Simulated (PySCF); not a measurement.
Cl₃Sb, SMILES [Cl][Sb-]([Cl])[Cl], charge -1, multiplicity 2.

The structure is a stationary point at PBE-D3(BJ)/def2-SVPD. The def2 effective core potentials stand for the cores of Sb; spin–orbit coupling is left out.

Two levels are set side by side: PBE/def2-TZVPD (PySCF) and r2SCAN/def2-TZVPD (PySCF). Same geometry, gas phase. Differences are taken from unrounded values.

| quantity | r2SCAN |
|---|---|
| α-spin orbital gap (eV) | 2.50 |
| β-spin orbital gap (eV) | 2.75 |
| mean polarisability (bohr³) | 116.4 |

Problem. What does PBE give, and how far is it from r2SCAN? (Estimate from the structure and the level; the computed values follow.)

Solution. 
```csv
quantity,PBE,PBE minus r2SCAN
α-spin orbital gap (eV),2.03,-0.47
β-spin orbital gap (eV),2.35,-0.41
mean polarisability (bohr³),122.2,5.8
```

Rough cost on one machine, each run with all the roots and properties that it gave: r2SCAN against PBE about 2 times.
